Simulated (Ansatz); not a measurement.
GeH9N3Si, SMILES `N[SiH2][NH][GeH2][NH2]` at its PBE0-D4/def2-TZVP geometry, where that method's forces vanish. The species carries charge 0 and has multiplicity 1.

```xyz
14

N    -2.7246   -0.4447    0.6458
Si   -1.2862    0.4387    0.3575
N    -0.1844   -0.4732   -0.5813
Ge    1.6213   -0.6736   -0.2631
N     2.6529    0.8207   -0.5339
H    -2.7159   -1.3303    1.1244
H    -3.6033    0.0333    0.7553
H    -0.4815    0.8003    1.5646
H    -1.7689    1.7019   -0.2702
H    -0.5103   -0.8513   -1.4589
H     2.1009   -1.7490   -1.2495
H     1.8142   -1.0498    1.2119
H     2.5107    1.5487    0.1529
H     2.5751    1.2284   -1.4555
```

**Question.** What forces (eV/Å) does r2SCAN-D4/def2-TZVPP give on these atoms in Ansatz 0.2.0? (An estimate is asked.)

**Answer.** Ansatz gave: 
```
N1   0.013  0.008 -0.045
Si2  0.000  0.071  0.030
N3  -0.049 -0.014  0.016
Ge4  0.061 -0.107  0.033
N5   0.091 -0.027  0.014
H6  -0.028 -0.012  0.020
H7  -0.027 -0.014  0.024
H8  -0.001  0.000 -0.022
H9   0.004 -0.019  0.015
H10  0.000 -0.021 -0.044
H11 -0.018  0.052  0.036
H12 -0.006  0.024 -0.064
H13 -0.020  0.031  0.001
H14 -0.021  0.028 -0.015
```
